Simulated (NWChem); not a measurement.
System: HfH₃O₃ cation; SMILES [OH][Hf+]([OH])[OH]

Parts of the log:

```
             Northwest Computational Chemistry Package (NWChem) 7.3.0
             --------------------------------------------------------

 C3V symmetry detected

                             Geometry "geometry" -> ""
                             -------------------------

 Output coordinates in angstroms (scale by  1.889725989 to convert to a.u.)

  No.       Tag          Charge          X              Y              Z
 ---- ---------------- ---------- -------------- -------------- --------------
    1 Hf                  72.0000     0.00000000     0.00000000     0.17577958
    2 O                    8.0000     1.25871150     1.25871150    -0.41276742
    3 H                    1.0000     1.83872466     1.83872466    -0.91657042
    4 O                    8.0000     0.46072038    -1.71943188    -0.41276742
    5 H                    1.0000     0.67301993    -2.51174459    -0.91657042
    6 O                    8.0000    -1.71943188     0.46072038    -0.41276742
    7 H                    1.0000    -2.51174459     0.67301993    -0.91657042

 Effective nuclear repulsion energy (a.u.)     581.3512337875

      Symmetry information
      --------------------

 Group name             C3v
 Group number             17
 Group order               6
 No. of unique centers     3

                                 NWChem DFT Module
                                 -----------------

 Summary of "ao basis" -> "ao basis" (spherical)
 ------------------------------------------------------------------------------
       Tag                 Description            Shells   Functions and Types
 ---------------- ------------------------------  ------  ---------------------
 Hf                         def2-svp                12       32   6s3p2d1f
 O                          def2-svp                 6       14   3s2p1d
 H                          def2-svp                 3        5   2s1p

      Symmetry analysis of basis
      --------------------------

        a1         27
        a2          6
        e          56

  Rotation of axis

            General Information
            -------------------
          SCF calculation type: DFT
          Wavefunction type:  closed shell.
          No. of atoms     :     7
          No. of electrons :    38
           Alpha electrons :    19
            Beta electrons :    19
          Charge           :     1
          Spin multiplicity:     1
          Use of symmetry is: on ; symmetry adaption is: on
          Maximum number of iterations: 150
          AO basis - number of functions:    89
                     number of shells:    39
          Convergence on energy requested:  1.00D-06
          Convergence on density requested:  1.00D-05
          Convergence on gradient requested:  5.00D-04

              XC Information
              --------------
                       M06-2X Method XC Functional
                     Hartree-Fock (Exact) Exchange  0.540
                        M06-2X Exchange Functional  1.000
                      M06-2X Correlation Potential  1.000

             Grid Information
             ----------------
          Grid used for XC integration:  xcoarse
          Radial quadrature: Mura-Knowles
          Angular quadrature: Lebedev.
          Tag              B.-S. Rad. Rad. Pts. Rad. Cut. Ang. Pts.
          ---              ---------- --------- --------- ---------
          Hf                  1.55       84           8.0       194
          O                   0.60       21          10.0       194
          H                   0.35       21          11.0       194
          Grid pruning is: on
          Number of quadrature shells:   126
          Spatial weights used:  Erf1

      Superposition of Atomic Density Guess
      -------------------------------------

 Sum of atomic energies:        -277.50953892

 Renormalizing density from      39.00 to     38

      Non-variational initial energy
      ------------------------------

 Total energy =    -269.065512
 1-e energy   =    -651.473470
 2-e energy   =     241.267038
 HOMO         =      -0.828271
 LUMO         =      -0.336740

      Symmetry analysis of molecular orbitals - initial
      -------------------------------------------------

  Numbering of irreducible representations:

     1 a1          2 a2          3 e

  Orbital symmetries:

     1 a1          2 e           3 e           4 a1          5 e
     6 e           7 a1          8 a1          9 e          10 e
    11 a1         12 e          13 e          14 e          15 e
    16 e          17 e          18 a1         19 a2         20 a1
    21 e          22 e          23 a1         24 e          25 e
    26 a1         27 e          28 e          29 a1

     ---------------------------------------------
      Total Density - Mulliken Population Analysis
     ---------------------------------------------

    Atom       Charge   Shell Charges
 -----------   ------   -------------------------------------------------------
    1 Hf  12     9.34   0.03 -0.30  1.76  0.53  0.18  0.02  5.55  0.54  0.04  0.77  0.06  0.16
    2 O    8     8.98   1.99  1.16  0.60  3.44  1.78  0.00
    3 H    1     0.57   0.48  0.04  0.06
    4 O    8     8.98   1.99  1.16  0.60  3.44  1.78  0.00
    5 H    1     0.57   0.48  0.04  0.06
    6 O    8     8.98   1.99  1.16  0.60  3.44  1.78  0.00
    7 H    1     0.57   0.48  0.04  0.06

   convergence    iter        energy       DeltaE   RMS-Dens  Diis-err
 ---------------- ----- ----------------- --------- --------- ---------
 d= 0,ls=0.0,diis     1   -274.5634070079 -4.16D+02  3.15D-02  5.00D+00
 d= 0,ls=0.0,diis     2   -273.4732654361  1.09D+00  2.18D-02  1.63D+01
 d= 0,ls=0.0,diis     3   -275.0643111693 -1.59D+00  3.20D-03  8.92D-02
 d= 0,ls=0.0,diis     4   -275.0758737681 -1.16D-02  6.54D-04  4.30D-03
 d= 0,ls=0.0,diis     5   -275.0758235447  5.02D-05  1.73D-04  1.20D-04
  Resetting Diis
 d= 0,ls=0.0,diis     6   -275.0758610466 -3.75D-05  4.52D-05  1.18D-05
 d= 0,ls=0.0,diis     7   -275.0758637659 -2.72D-06  1.22D-05  1.17D-06
 d= 0,ls=0.0,diis     8   -275.0758638399 -7.40D-08  6.08D-06  8.32D-07

         Total DFT energy =     -275.075863839945
      One electron energy =     -665.135396461590
           Coulomb energy =      281.372061586501
    Exchange-Corr. energy =      -32.453448885569
 Nuclear repulsion energy =      141.140919920713

 Numeric. integr. density =       37.994935008199

                  Occupations of the irreducible representations
                  ----------------------------------------------

                     irrep           alpha         beta
                     --------     --------     --------
                     a1                6.0          6.0
                     a2                1.0          1.0
                     e                12.0         12.0

                       DFT Final Molecular Orbital Analysis
                       ------------------------------------

 Vector   17  Occ=2.000000D+00  E=-6.005399D-01  Symmetry=e
              MO Center= -8.0D-02, -2.6D-02, -3.3D-01, r^2= 3.8D+00
   Bfn.  Coefficient  Atom+Function         Bfn.  Coefficient  Atom+Function
  ----- ------------  ---------------      ----- ------------  ---------------
    76      0.331040  6 O  pz                79      0.252348  6 O  pz
    57     -0.249980  4 O  pz                36     -0.242165  2 O  px
    55     -0.237873  4 O  px                37      0.201597  2 O  py
    60     -0.190556  4 O  pz                39     -0.184458  2 O  px
    58     -0.181033  4 O  px                40      0.155512  2 O  py

 Vector   18  Occ=2.000000D+00  E=-6.005399D-01  Symmetry=e
              MO Center=  8.0D-02,  2.6D-02, -3.3D-01, r^2= 3.8D+00
   Bfn.  Coefficient  Atom+Function         Bfn.  Coefficient  Atom+Function
  ----- ------------  ---------------      ----- ------------  ---------------
    38      0.335452  2 O  pz                75      0.290176  6 O  py
    41      0.255711  2 O  pz                57     -0.237926  4 O  pz
    78      0.222776  6 O  py                55      0.204075  4 O  px
    60     -0.181368  4 O  pz                58      0.157489  4 O  px
    56      0.141851  4 O  py                37      0.137558  2 O  py

 Vector   19  Occ=2.000000D+00  E=-5.814351D-01  Symmetry=a2
              MO Center=  3.3D-12, -7.1D-13, -4.1D-01, r^2= 3.8D+00
   Bfn.  Coefficient  Atom+Function         Bfn.  Coefficient  Atom+Function
  ----- ------------  ---------------      ----- ------------  ---------------
    55      0.351333  4 O  px                75     -0.351333  6 O  py
    58      0.273308  4 O  px                78     -0.273308  6 O  py
    36     -0.257194  2 O  px                37      0.257194  2 O  py
    39     -0.200075  2 O  px                40      0.200075  2 O  py
    56      0.094139  4 O  py                74     -0.094139  6 O  px

 Vector   20  Occ=0.000000D+00  E=-2.593392D-01  Symmetry=a1
              MO Center= -6.3D-15, -1.3D-15,  9.9D-01, r^2= 3.2D+00
   Bfn.  Coefficient  Atom+Function         Bfn.  Coefficient  Atom+Function
  ----- ------------  ---------------      ----- ------------  ---------------
     5      0.544014  1 Hf s                 18      0.542487  1 Hf d  0
     6      0.371788  1 Hf s                  3     -0.289163  1 Hf s
    15      0.286233  1 Hf pz                 4     -0.185112  1 Hf s
     2      0.175703  1 Hf s                 23      0.173025  1 Hf d  0
     9     -0.171072  1 Hf pz                35     -0.087154  2 O  s

 Vector   21  Occ=0.000000D+00  E=-1.700119D-01  Symmetry=e
              MO Center= -4.7D-05,  1.0D-04,  5.3D-01, r^2= 3.3D+00
   Bfn.  Coefficient  Atom+Function         Bfn.  Coefficient  Atom+Function
  ----- ------------  ---------------      ----- ------------  ---------------
    19      0.774057  1 Hf d  1              13     -0.350252  1 Hf px
    24      0.262700  1 Hf d  1               7      0.176589  1 Hf px
    79     -0.170525  6 O  pz                41      0.154860  2 O  pz
    76     -0.152170  6 O  pz                73      0.141386  6 O  s
    17     -0.139741  1 Hf d -1              77      0.140107  6 O  px

 Vector   22  Occ=0.000000D+00  E=-1.700119D-01  Symmetry=e
              MO Center=  4.7D-05, -1.0D-04,  5.3D-01, r^2= 3.3D+00
   Bfn.  Coefficient  Atom+Function         Bfn.  Coefficient  Atom+Function
  ----- ------------  ---------------      ----- ------------  ---------------
    17      0.774057  1 Hf d -1              14      0.350252  1 Hf py
    22      0.262700  1 Hf d -1              60      0.187861  4 O  pz
     8     -0.176589  1 Hf py                57      0.167640  4 O  pz
    59     -0.158084  4 O  py                54     -0.155760  4 O  s
    19      0.139741  1 Hf d  1              56     -0.126644  4 O  py

     ---------------------------------------------
      Total Density - Mulliken Population Analysis
     ---------------------------------------------

    Atom       Charge   Shell Charges
 -----------   ------   -------------------------------------------------------
    1 Hf  12    10.48   0.03 -0.30  1.81  0.50  0.20 -0.00  5.57  0.54  0.12  1.57  0.23  0.20
    2 O    8     8.44   1.99  1.03  0.69  2.86  1.86  0.00
    3 H    1     0.73   0.64  0.03  0.07
    4 O    8     8.44   1.99  1.03  0.69  2.86  1.86  0.00
    5 H    1     0.73   0.64  0.03  0.07
    6 O    8     8.44   1.99  1.03  0.69  2.86  1.86  0.00
    7 H    1     0.73   0.64  0.03  0.07

     -------------------------------------------
      Total Density - Lowdin Population Analysis
     -------------------------------------------

    Atom       Charge   Shell Charges
 -----------   ------   -------------------------------------------------------
    1 Hf  12    11.18   0.00  0.03  1.07  0.79  0.28  0.09  4.94  1.21  0.20  1.51  0.60  0.45
    2 O    8     8.09   1.97  0.85  0.59  2.70  1.97  0.01
    3 H    1     0.85   0.52  0.15  0.18
    4 O    8     8.09   1.97  0.85  0.59  2.70  1.97  0.01
    5 H    1     0.85   0.52  0.15  0.18
    6 O    8     8.09   1.97  0.85  0.59  2.70  1.97  0.01
    7 H    1     0.85   0.52  0.15  0.18

     Multipole analysis of the density
     ---------------------------------

     L   x y z        total         alpha         beta         nuclear
     -   - - -        -----         -----         ----         -------
     0   0 0 0      1.000000    -19.000000    -19.000000     39.000000

     1   1 0 0     -0.000000     -0.000000     -0.000000     -0.000000
     1   0 1 0     -0.000000     -0.000000     -0.000000     -0.000000
     1   0 0 1      0.388142     10.159328     10.159328    -19.930514

     2   2 0 0    -20.514697    -96.261498    -96.261498    172.008298
     2   1 1 0      0.000000      0.000000      0.000000      0.000000
     2   1 0 1      0.000000      0.000000      0.000000      0.000000
     2   0 2 0    -20.514697    -96.261498    -96.261498    172.008298
     2   0 1 1      0.000000      0.000000      0.000000      0.000000
     2   0 0 2    -20.318735    -22.622618    -22.622618     24.926501

            General Information
            -------------------
          SCF calculation type: DFT
          Wavefunction type:  closed shell.
          No. of atoms     :     7
          No. of electrons :    38
           Alpha electrons :    19
            Beta electrons :    19
          Charge           :     1
          Spin multiplicity:     1
          Use of symmetry is: on ; symmetry adaption is: on
          Maximum number of iterations: 150
          AO basis - number of functions:    89
                     number of shells:    39
          Convergence on energy requested:  1.00D-06
          Convergence on density requested:  1.00D-05
          Convergence on gradient requested:  5.00D-04

              XC Information
              --------------
                       M06-2X Method XC Functional
                     Hartree-Fock (Exact) Exchange  0.540
                        M06-2X Exchange Functional  1.000
                      M06-2X Correlation Potential  1.000

             Grid Information
             ----------------
          Grid used for XC integration:  xcoarse
          Radial quadrature: Mura-Knowles
          Angular quadrature: Lebedev.
          Tag              B.-S. Rad. Rad. Pts. Rad. Cut. Ang. Pts.
          ---              ---------- --------- --------- ---------
          Hf                  1.55       84           8.0       194
          O                   0.60       21          10.0       194
          H                   0.35       21          11.0       194
          Grid pruning is: on
          Number of quadrature shells:   126
          Spatial weights used:  Erf1

          Convergence Information
          -----------------------
          Convergence aids based upon iterative change in
          total energy or number of iterations.
          Levelshifting, if invoked, occurs when the
          HOMO/LUMO gap drops below (HL_TOL):  1.00D-02
          DIIS, if invoked, will attempt to extrapolate
          using up to (NFOCK): 10 stored Fock matrices.

[...]

                         DFT ENERGY GRADIENTS

    atom               coordinates                        gradient
                 x          y          z           x          y          z
   1 Hf      0.000000   0.000000   0.332175   -0.000000   0.000000  -0.006449
   2 O       2.378620   2.378620  -0.780017   -0.002418  -0.002418  -0.000263
   3 H       3.474686   3.474686  -1.732067   -0.002854  -0.002854   0.002413
   4 O       0.870635  -3.249255  -0.780017   -0.000885   0.003303  -0.000263
   5 H       1.271823  -4.746509  -1.732067   -0.001045   0.003899   0.002413
   6 O      -3.249255   0.870635  -0.780017    0.003303  -0.000885  -0.000263
   7 H      -4.746509   1.271823  -1.732067    0.003899  -0.001045   0.002413
```

Level: M06-2X/def2-SVP with def2 effective core potentials on Hf. All runs use the structure optimised with PBE0/def2-SVP. This spin state was assumed; another may lie lower. def2 effective core potentials on Hf; no spin-orbit coupling.

Write an input that gives this output.

One answer among several that fit: the input that was run:
```
start job
memory heap 200 mb stack 900 mb global 1100 mb
charge 1
geometry units angstroms noautoz
  Hf     0.000000     0.000000     0.717448
  O     -1.771982    -0.169673     0.128901
  H     -2.588493    -0.248035    -0.374902
  O      0.739050     1.619418     0.128901
  H      1.079442     2.365718    -0.374902
  O      1.032932    -1.449745     0.128901
  H      1.509051    -2.117683    -0.374902
end
basis spherical
  * library def2-svp
end
ecp
  Hf library def2-ecp
end
dft
  xc m06-2x
  grid xcoarse
  iterations 150
  mulliken
end
task dft gradient
```
